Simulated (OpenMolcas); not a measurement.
Nb²⁺: effect of the active space

```
Program             : OpenMolcas
Method              : MS-CASPT2 or its RAS form, IPEA 0.25 Eh, imaginary shift 0.1 Eh
Basis               : ANO-RCC-VTZP
Scalar Hamiltonian  : DKH2, point nucleus
Spin-orbit coupling : RASSI with atomic mean-field integrals over the reference wave functions, term energies averaged over their components
```

A. 3 electrons in 5 orbitals (4d); 2S+1 = 4 even, 10 roots; 2S+1 = 2 even, 40 roots; closed shells correlated: 4s 4p; CASPT2 step of the order of 8 core-seconds
B. 3 electrons in 6 orbitals (4d 5s); 2S+1 = 4 even, 20 roots; 2S+1 = 2 even, 70 roots; closed shells correlated: 4s 4p; CASPT2 step of the order of 30 core-seconds
C. 3 electrons in 9 orbitals (RAS2 4d 5s; RAS3 5p, at most 2 electrons); 2S+1 = 4 even, 20 roots; 2S+1 = 2 even, 70 roots kept (CI in the orbitals of an earlier block); 2S+1 = 4 odd, 45 roots; 2S+1 = 2 odd, 80 roots kept (CI in the orbitals of an earlier block); closed shells correlated: 4s 4p; CASPT2 step roughly 5 core-minutes
D. 3 electrons in 10 orbitals (4d 5d); 2S+1 = 4 even, 10 roots; 2S+1 = 2 even, 40 roots; closed shells correlated: 4s 4p; CASPT2 step roughly 8 core-minutes

Energies in cm-1 above 4d3 4F 3/2, the measured ground level; measured values from the list in Shadmi, J. Res. Natl. Bur. Stand. 70A, 435 (1966).

```tsv
Level	A	B	C	D	Measured
4d3 4F 3/2	0.0	0.0	0.0	0.0	0.0
4d3 4F 5/2	518	536	538	521	516
4d3 4F 7/2	1183	1223	1226	1191	1177
4d3 4F 9/2	1951	2020	2020	1968	1939
4d3 4P 3/2 [62 %]	8920	8850	8770	8610	8608
4d3 4P 1/2 [73 %]	8990	8920	8850	8750	8664
4d3 2G 7/2	9500	9720	9720	9580	9236
4d3 4P 5/2	9920	9860	9790	9870	9594
4d3 2G 9/2	10080	10300	10310	10180	9804
4d3 2P 1/2 [73 %]	11080	11050	10970	10280	
4d3 2P 3/2 [52 %]	11350	11320	11250	10800	
4d3 2H 9/2	13460	13610	13680	13610	12916
4d3 2D 3/2(1) [73 %]	13520	13500	13480	13350	
4d3 2D 5/2(1)	13740	13710	13700	13770	13094
4d3 2H 11/2	13810	13960	14040	14000	13264
4d3 2F 7/2	20990	20500	20450	21070	19861
4d3 2F 5/2	21230	20620	20570	21310	19975
4d3 2D 5/2(2) [75 %]	33190	32760	32560	33510	
4d3 2D 3/2(2)	33530	33140	32970	33790
```

Deviations, from unrounded energies. A percentage is the sum of absolute deviations over the sum of measured energies, with the sign that they share, or ± where signs differ.

```json
{"Against measurement": "mean absolute deviation (cm-1)", "Levels": "13", "A": "430", "B": "400", "C": "390", "D": "440"}
{"Against measurement": "fine structure of the ground term (%)", "Levels": "3", "A": "+0.6", "B": "+3.9", "C": "+4.1", "D": "+1.3"}
{"Against measurement": "other terms of the ground configuration (%)", "Levels": "10", "A": "+4.5", "B": "+4.0", "C": "+3.9", "D": "+4.6"}
```

B, C lie about equally close to measurement and D furthest from it. The largest miss of C in the table is 4d3 2H 11/2, by +780 cm-1. The ranking rests on the paired levels alone, and a cruder setting can come out closer through cancelling errors.

The two smallest mean deviations differ by little beside CASPT2's spread within terms, so their order carries little weight.

Among A to D the level of the table that moves most is 4d3 2D 5/2(2) [75 %], by 940 cm-1 (lowest in C, highest in D). Moves below CASPT2's spread within the term are not significant.

CASPT2 breaks the degeneracy within a term, and the mean is taken; among the terms shown or strongly mixed into the levels shown the widest spread is 730 cm-1 (4d3 4F, B). Levels of configurations with an s electron are missing; early in the row they begin among the upper levels of the d shell and mix with terms of their name (holds for A). The CASPT2 spread within a term exceeds the gap to the next term for 4d3 4P and 4d3 2G, 4d3 2D(1) and 4d3 2H, so the order of their levels is uncertain (holds for A). Blocks of more than 70 roots (2S+1 = 2 odd) ran without multistate coupling (holds for C). Terms from blocks run as CI alone lack orbitals of their own (holds for C). Active for correlation alone: 5d; no level in the range computed is led by a configuration that fills it, so any true level of that kind is missing (holds for D). Measured partners are found by configuration, term and J. A level has none where our copy of the source lacks it or the pairing is in doubt (some pairs that miss far off the trend of their configuration count as doubtful), and it then counts in no deviation. Only configurations of the active space appear. Levels that lie high or do not pair safely by name in every column are left out.

A share in square brackets marks a mixed level and gives the weight of the term that names it, the lowest over the columns. A number in round brackets counts repeated terms of one configuration in the order of the reference energies.
